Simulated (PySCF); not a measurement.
**How far are cheaper levels from CCSD(T)/CBS for AgH?**

PySCF; the state is a singlet (closed shell). The composite is CCSD(T) extrapolated to the basis-set limit from two correlation-consistent sets, with core-valence (CV) and scalar-relativistic (SR) terms as its label shows; it has no spin–orbit coupling and nothing beyond (T). Here it is CCSD(T)/CBS(TQ)+CV. It gives Re = 1.609 Å, ωe = 1771 cm⁻¹ and De = 2.41 eV to Ag (4d10 5s1) + H.

```json
{"level": "RHF-CCSD", "basis": "x2c-TZVPPall", "relativity": "spin-free X2C", "Re (Å)": "1.613", "ωe (cm⁻¹)": "1755", "De (eV)": "2.31"}
{"level": "RHF-CCSD(T)", "basis": "x2c-TZVPPall", "relativity": "spin-free X2C", "Re (Å)": "1.604", "ωe (cm⁻¹)": "1774", "De (eV)": "2.40"}
{"level": "LDA", "basis": "x2c-TZVPPall", "relativity": "spin-free X2C", "Re (Å)": "1.588", "ωe (cm⁻¹)": "1863", "De (eV)": "2.95"}
{"level": "PBE", "basis": "x2c-TZVPPall", "relativity": "spin-free X2C", "Re (Å)": "1.615", "ωe (cm⁻¹)": "1765", "De (eV)": "2.42"}
{"level": "BP86", "basis": "x2c-TZVPPall", "relativity": "spin-free X2C", "Re (Å)": "1.613", "ωe (cm⁻¹)": "1777", "De (eV)": "2.57"}
{"level": "r²SCAN", "basis": "x2c-TZVPPall", "relativity": "spin-free X2C", "Re (Å)": "1.606", "ωe (cm⁻¹)": "1811", "De (eV)": "2.45"}
{"level": "PBE0", "basis": "cc-pVDZ-PP/cc-pVDZ", "relativity": "scalar-relativistic core potentials", "Re (Å)": "1.621", "ωe (cm⁻¹)": "1802", "De (eV)": "2.28"}
{"level": "r²SCAN0", "basis": "x2c-TZVPPall", "relativity": "spin-free X2C", "Re (Å)": "1.614", "ωe (cm⁻¹)": "1793", "De (eV)": "2.32"}
{"level": "BHandHLYP", "basis": "x2c-TZVPPall", "relativity": "spin-free X2C", "Re (Å)": "1.638", "ωe (cm⁻¹)": "1732", "De (eV)": "2.20"}
{"level": "CAM-B3LYP", "basis": "x2c-TZVPPall", "relativity": "spin-free X2C", "Re (Å)": "1.622", "ωe (cm⁻¹)": "1783", "De (eV)": "2.39"}
```

**Question.** Give the difference of each row from the composite.

**Answer.** 

```
      level               basis  ΔRe (pm)  Δωe (%)  ΔDe (eV)
   RHF-CCSD        x2c-TZVPPall      +0.4     -0.9     -0.10
RHF-CCSD(T)        x2c-TZVPPall      -0.5     +0.2     -0.01
        LDA        x2c-TZVPPall      -2.1     +5.2     +0.54
        PBE        x2c-TZVPPall      +0.6     -0.3     +0.01
       BP86        x2c-TZVPPall      +0.4     +0.3     +0.16
     r²SCAN        x2c-TZVPPall      -0.3     +2.3     +0.04
       PBE0  cc-pVDZ-PP/cc-pVDZ      +1.2     +1.8     -0.13
    r²SCAN0        x2c-TZVPPall      +0.5     +1.2     -0.09
  BHandHLYP        x2c-TZVPPall      +2.9     -2.2     -0.21
  CAM-B3LYP        x2c-TZVPPall      +1.3     +0.7     -0.02
```

**Question.** Which rows come closest in De?

**Answer.** RHF-CCSD(T) in x2c-TZVPPall (-0.01 eV); PBE in x2c-TZVPPall (+0.01 eV); CAM-B3LYP in x2c-TZVPPall (-0.02 eV), counted from the composite.

Correlated steps freeze the inner cores (4 to 14 orbitals); shallow outer-core shells are correlated. Spin–orbit coupling is left out. Where the molecule has an RHF reference, its open-shell atoms are computed with UHF. The CCSD T1 diagnostic is raised in AgH, a sign that a single reference may not be enough there.
